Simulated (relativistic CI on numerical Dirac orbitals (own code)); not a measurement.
**V+ in a cubic cluster: 2p photoemission with charge transfer**

Computed with a charge-transfer multiplet model of a cubic metal-ligand cluster with up to one ligand hole, Slater and spin-orbit integrals from Dirac-Coulomb-Breit ions, Slater integrals scaled by 0.9. The ground state mixes d4 with configurations of k ligand holes L, whose averages lie at kΔ + k(k − 1)U_dd/2; a core hole lowers each added d electron by U_cd. 300 K, Lorentzian 0.6 eV and Gaussian 0.8 eV FWHM.

Atomic integrals in eV (Slater integrals scaled, ζ unscaled), ground: F2dd 6.798, F4dd 4.177, zeta_d 0.015; with the core hole: F2dd 8.831, F4dd 5.496, zeta_d 0.030, zeta_core 4.613, F2cd 4.854, G1cd 3.498, G3cd 1.984.

Cluster parameters (eV): U_dd = 5.4, U_cd = 6.3, 10Dq = 0.4, 10Dq(ligand) = 0.1, V(eg) = 1.35, V(t2g) = -0.6, final-state hopping factor = 1.

| Case | n_d | d4 | d5L | S |
| --- | --- | --- | --- | --- |
| Δ = 10 eV | 4.05 | 0.95 | 0.05 | 2.00 |
| Δ = 12 eV | 4.04 | 0.96 | 0.04 | 2.00 |
| Δ = 13 eV | 4.03 | 0.97 | 0.03 | 2.00 |

Weights, n_d and S are thermal averages at 300 K. Binding energies count from the first peak over 30 % of the highest in each spectrum, which can be another peak from case to case. The parameters are a model scan and need not match a compound or its usual spin state. Peaks in eV (height, largest 100):
- Δ = 10 eV: 0.0 (100), 1.1 (98), 4.3 (29), 8.8 (65)
- Δ = 12 eV: 0.0 (96), 1.1 (100), 4.4 (23), 8.6 (62)
- Δ = 13 eV: 0.0 (95), 1.2 (100), 4.2 (22), 8.6 (63)

For the case Δ = 10 eV, Δ = 10 eV is larger than U_dd = 5.4 eV, the Mott-Hubbard side of the Zaanen-Sawatzky-Allen scheme. With the core hole the configuration with one ligand hole lies at Δ − U_cd = 3.7, 5.7, 6.7 eV from the one without, in the order of the table; where this is negative the screened configuration lies lower.
